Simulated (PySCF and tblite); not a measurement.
The numbers below are computed, except where a source is named.
Rotation: stationary points, barriers and rates

System: C4H5B2FO, numbered as in [BH2:1][c:2]1[cH:3][cH:4][o:5][c:6]1[BH:7][F:8].

Motion: rotation about the B7–C6 bond (torsion F8–B7–C6–C2 from 0° to 180°, rising). Level: PBE0/pcSseg-1 + D3(BJ) on GFN2-xTB stationary points, with GFN2-xTB thermal terms. Rate constants are transition-state-theory values, counting equivalent paths, without tunnelling. Programs: tblite and PySCF.

```
 point  symmetry  E(GFN2) kcal/mol  E(DFT) kcal/mol  ZPE change kcal/mol  lowest mode cm⁻¹  dipole D
 start        Cs               0.0              0.0                 0.00                68      2.49
saddle        C1               6.3              7.5                -0.28              127i      1.59
   end        Cs               0.8             -0.7                 0.10                90      2.17
```

```
Electronic barrier                                      : 7.5 kcal/mol
Barrier with zero-point energy                          : 7.2 kcal/mol
ΔH‡ (298 K)                                             : 6.7 kcal/mol
ΔS‡ (298 K, symmetry apart)                             : -3.2 cal/(mol K)
Paths                                                   : 2 equivalent paths
End point                                               : a different minimum
Mean lifetime of the start against this motion at 298 K : 36 ns
Cost                                                    : 59 s on 1 thread of Arm Neoverse V1 (shared host) (rough), peak memory 0.76 GiB, launched as `OMP_NUM_THREADS=1 python ens_run.py task.json out`
```

| T/K | ΔG‡ kcal/mol | k s⁻¹ | ΔG kcal/mol | k back s⁻¹ |
| --- | --- | --- | --- | --- |
| 150 | 7.4 | 111 | -0.6 | 17 |
| 200 | 7.5 | 5.6×10⁴ | -0.6 | 1.4×10⁴ |
| 250 | 7.6 | 2.4×10⁶ | -0.6 | 8×10⁵ |
| 298 | 7.7 | 2.8×10⁷ | -0.6 | 1.1×10⁷ |
| 350 | 7.8 | 1.9×10⁸ | -0.6 | 8.4×10⁷ |
| 400 | 8.0 | 7.3×10⁸ | -0.6 | 3.6×10⁸ |
| 500 | 8.3 | 5.1×10⁹ | -0.6 | 2.8×10⁹ |

ΔG and ΔG‡ leave out symmetry numbers and mirror images; rates count paths: 2 out, 2 back.
